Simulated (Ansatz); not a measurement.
Basis-set extrapolation for `C[SiH](O)C=O` (PBE0-D4/def2-TZVP geometry, frozen core, the Gaussian-basis code of Ansatz). Multiplicity 1, RHF reference.

```json
{"": "HF", "def2-TZVPP": "-518.040374", "def2-QZVPP": "-518.060386"}
{"": "MP2 correlation", "def2-TZVPP": "-0.923012", "def2-QZVPP": "-0.992261"}
{"": "CCSD(T) correlation", "def2-TZVPP": "-0.995111", "def2-QZVPP": "not run"}
```

Energies in hartree. Use E(X) = E(∞) + A·exp(−7.88·√X) for Hartree–Fock and E(X) = E(∞) + B·X^(−2.97) for correlation, with X = 3 and 4, and add CCSD(T) minus MP2 of the smaller set to the MP2 limit.

Q: What is the CCSD(T) energy at the basis-set limit?

A: HF limit: -518.060386 + (-0.020012) × 0.13774 = -518.06314. MP2 limit: -0.992261 + (-0.069249) × 0.74074 = -1.04356. Higher-order term: -0.995111 − (-0.923012) = -0.07210. Total: -519.17880 hartree, 89.9 kcal/mol below CCSD(T)/def2-TZVPP.
